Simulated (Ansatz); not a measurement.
The cluster Mo2S2⁺, relaxed as a quartet with UKS PBE0-D4/def2-SVP in Ansatz, starting from the PBE0-D4/def2-SVP geometry of the charge +1 doublet. Force threshold 0.02 eV/Å.

In the def2 sets Mo takes a core potential; there is no spin–orbit coupling. The charge 1 quartet is spin-contaminated (final ⟨S²⟩ up to 4.74, 3.75 for a pure state). At PBE0-D4/def2-SVP a doublet of charge 1 lies 0.40 eV below the quartet, each at its own geometry. The structure comes from a short search, and lower isomers may exist.

Start:

```xyz
4

Mo    0.152    0.282    1.291
Mo   -0.138   -0.257   -1.179
S    -0.957   -1.596    0.402
S     0.944    1.572   -0.513
```

Estimate the energy that the relaxation releases and the steps that it takes.

0.4 kcal/mol, in 3 steps; 27 s on 4 threads of Arm Neoverse V2 on a shared host. No frequencies were taken in this run, so the end may be a saddle point.

Does the start keep its bonding and symmetry?

By distances, no bond broke or formed. The bond that changes most is Mo1–S3, from 2.36 to 2.32 Å (atoms count from 1). Point group C2v at the start, C2v at the end, both within 0.05 Å.

Predict the relaxed structure.


```xyz
4

Mo    0.1494    0.2773    1.2708
Mo   -0.1418   -0.2636   -1.2077
S    -0.9474   -1.5794    0.4224
S     0.9398    1.5657   -0.4856
```
Bond lengths (bridged metal pairs left out): 4 × Mo–S 2.24 to 2.32 Å.
